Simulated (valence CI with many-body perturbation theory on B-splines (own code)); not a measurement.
Results of a calculation; reference values are marked as such.
Energy levels of Ta60+

Method: configuration interaction combined with many-body perturbation theory (CI+MBPT): three valence electrons over a frozen Dirac-Fock core [Ne], radial functions for each j: 11 s, 11 p, 10 d, 8 f, 5 g, 2 h, with the one-electron correlation potential Σ1, the two-electron term Σ2, the three-electron term Σ3, Breit, model QED; selected CI, second order for the rest, scaled by the run's own slope (own B-spline code, finite nucleus).

No measured spectrum was set against this ion. As an estimate, large intervals hold to a few tenths of a per cent, small ones and those within an open d or f shell to about a per cent.

Levels 136 to 157 of 157, with energies above the lowest level, (3s^2 3p1/2) J=1/2. "Leading %" is the weight of the configuration and term that name the level; weights of strongly mixed levels are sums over their largest components and can fall short, so below about 35 % the name and the second component can differ from the true leading terms, or belong to a minority configuration. In the jj column 3d3/2^4 stands for four electrons in 3d with j = 3/2.

| No. | Configuration | Term | J | E (eV) | Leading % | Leading jj | Second component |
| --- | --- | --- | --- | --- | --- | --- | --- |
| 136 | 3d³ | ²D | 5/2 | 2098.5 | 43 | 3d3/2^2 3d5/2 (96 %) | 33 % 3d³ ⁴P |
| 137 | 3d³ | ⁴F | 7/2 | 2136.3 | 66 | 3d3/2 3d5/2^2 (99 %) | 31 % 3d³ ²G |
| 138 | 3d³ | ⁴F | 9/2 | 2140.5 | 50 | 3d3/2 3d5/2^2 (98 %) | 40 % 3d³ ²H |
| 139 | 3d³ | ⁴P | 3/2 | 2148.4 | 40 | 3d3/2 3d5/2^2 (99 %) | 38 % 3d³ ²D |
| 140 | 3d³ | ²H | 11/2 | 2149.6 | 100 | 3d3/2 3d5/2^2 (100 %) |  |
| 141 | 3d³ | ²P | 1/2 | 2152.0 | 58 | 3d3/2 3d5/2^2 (99 %) | 42 % 3d³ ⁴P |
| 142 | 3d³ | ²D | 5/2 | 2152.8 | 40 | 3d3/2 3d5/2^2 (96 %) | 38 % 3d³ ⁴P |
| 143 | 3d³ | ²F | 7/2 | 2162.0 | 79 | 3d3/2 3d5/2^2 (98 %) | 19 % 3d³ ²G |
| 144 | 3d³ | ²F | 5/2 | 2162.1 | 43 | 3d3/2 3d5/2^2 (98 %) | 41 % 3d³ ²D |
| 145 | 3d³ | ²D | 3/2 | 2186.1 | 78 | 3d3/2 3d5/2^2 (95 %) | 17 % 3d³ ²P |
| 146 | 3d³ | ²G | 9/2 | 2217.5 | 50 | 3d5/2^3 (99 %) | 38 % 3d³ ⁴F |
| 147 | 3d³ | ²D | 3/2 | 2235.1 | 43 | 3d5/2^3 (96 %) | 41 % 3d³ ²P |
| 148 | 3d³ | ²D | 5/2 | 2246.6 | 60 | 3d5/2^3 (96 %) | 22 % 3d³ ²F |
| 149 | 3s²4s | ²S | 1/2 | 2911.3 | 99 | 3s^2 4s (99 %) |  |
| 150 | 3s²4p | ²P° | 1/2 | 2984.8 | 98 | 3s^2 4p1/2 (98 %) |  |
| 151 | 3s3p4s | ⁴P° | 1/2 | 3050.5 | 85 | 3s 3p1/2 4s (99 %) | 14 % 3s3p4s ²P° |
| 152 | 3s3p4s | ⁴P° | 3/2 | 3062.4 | 59 | 3s 3p1/2 4s (97 %) | 38 % 3s3p4s ²P° |
| 153 | 3s3p4s | ²P° | 1/2 | 3075.1 | 94 | 3s 3p1/2 4s (99 %) | 5 % 3s3p4s ⁴P° |
| 154 | 3s3p4p | ⁴D | 1/2 | 3118.4 | 71 | 3s 3p1/2 4p1/2 (100 %) | 20 % 3s3p4p ²P |
| 155 | 3s²4p | ²P° | 3/2 | 3124.4 | 96 | 3s^2 4p3/2 (96 %) |  |
| 156 | 3s3p4p | ⁴D | 3/2 | 3131.2 | 40 | 3s 3p1/2 4p1/2 (98 %) | 32 % 3s3p4p ²D |
| 157 | 3s3p4p | ⁴P | 1/2 | 3146.8 | 47 | 3s 3p1/2 4p1/2 (99 %) | 29 % 3s3p4p ²S |
